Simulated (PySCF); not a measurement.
Compound: CH9NSi2.
Atom-mapped SMILES: `[NH2:1][SiH2:2][CH2:3][SiH3:4]` (hydrogens: H5, H6 on N1; H7, H8 on Si2; H9, H10 on C3; H11, H12, H13 on Si4)

Cartesian coordinates in Å at the PBE0-D3(BJ)/def2-SVP level; atoms count from 1:
```xyz
13
CH9NSi2 angstrom
N     -1.6984    0.7982   -0.3522
Si    -1.0956   -0.8244   -0.2125
C      0.7411   -0.7914   -0.5975
Si     1.6159    0.7008    0.1505
H     -1.6078    1.2937   -1.2329
H     -2.5710    1.0456    0.1011
H     -1.7666   -1.8448   -1.0899
H     -1.3325   -1.2340    1.2058
H      0.9009   -0.7841   -1.6895
H      1.2032   -1.7200   -0.2208
H      1.2264    0.8874    1.5814
H      3.1012    0.5130    0.0976
H      1.2898    1.9444   -0.6105
```

Computed, not measured: PBE0-D3(BJ)/def2-SVP geometry optimisation, gas phase in PySCF.

Take the most abundant isotopes and a rigid rotor. The values belong to one conformer with, in the numbering `[NH2:1][SiH2:2][CH2:3][SiH3:4]`, H–N1–Si2–C3 59° and -160°, N1–Si2–C3–Si4 41°.

Task: Give the principal moments of inertia and the rotational constants in GHz.

Result: Ia = 69.48, Ib = 206.46, Ic = 251.27 u·Å²; 505379 MHz·u·Å²/I gives 7274, 2448 and 2011 MHz, that is A = 7.2735, B = 2.4478, C = 2.0113 GHz.

Task: What kind of rotor is it?

Result: An asymmetric top: κ = (2 × 2448 − 7274 − 2011)/(7274 − 2011) = -0.83.

Task: What does the inertial defect say?

Result: Not planar: Δ = Ic − Ia − Ib = -24.67 u·Å². For a rigid frame Δ = −2 Σ m c², so Σ m c² = 12.34 u·Å² lies off the ab plane: 9.41 from hydrogen and 2.93 from heavier atoms. The atom farthest from that plane is 1.64 Å away.

Task: Predict some low-J microwave lines.

Result: The dipole components are |μa| = 1.08 D, |μb| = 0.31 D, |μc| = 0.92 D. Intensities carry the squares of the components, which stand as 1.00 : 0.08 : 0.72 (a : b : c). Some lines, for components of 0.1 D or more:

```tsv
type	branch	J(Ka,Kc)	MHz	lower level (cm⁻¹)
a	Q	2(1,1) ← 2(1,2)	1310	0.593
a	Q	3(1,2) ← 3(1,3)	2618	1.016
a	Q	4(1,3) ← 4(1,4)	4357	1.580
b	R	4(1,3) ← 3(2,2)	4809	1.565
b	Q	1(1,0) ← 1(0,1)	5262	0.149
b	Q	3(1,2) ← 3(0,3)	6476	0.888
c	Q	4(2,3) ← 4(1,3)	13006	1.726
c	Q	3(2,2) ← 3(1,2)	13841	1.104
b	Q	2(2,1) ← 2(1,2)	15787	0.593
b	R	3(3,1) ← 2(2,0)	38586	1.120
c	R	3(3,1) ← 2(2,1)	38614	1.119
b	R	3(3,0) ← 2(2,1)	38615	1.119
b	R	4(3,1) ← 3(2,2)	43135	1.565
```

Task: Estimate the classical rotational partition function at 100 K, 200 K and 298.15 K.

Result: Point group C1, symmetry number σ = 1; q = (√π/σ)·√((kT/h)³/(ABC)), k/h = 20836.6 MHz/K: 28200 at 100 K, 79700 at 200 K, 145000 at 298.15 K.

Not checked by PBE0-D3(BJ)/def2-SVP frequencies. Constants of a rigid frame at the computed geometry: no zero-point averaging, no centrifugal distortion. A rigid rotor knows nothing of inversion at nitrogen or internal rotation, which can split or shift real lines. Quadrupole hyperfine structure (14N) is left out.

On one thread of an Arm Neoverse N1, no GPU, on a shared host, this took 65 s and 0.46 GiB of memory at its peak. These figures are those of the optimisation.
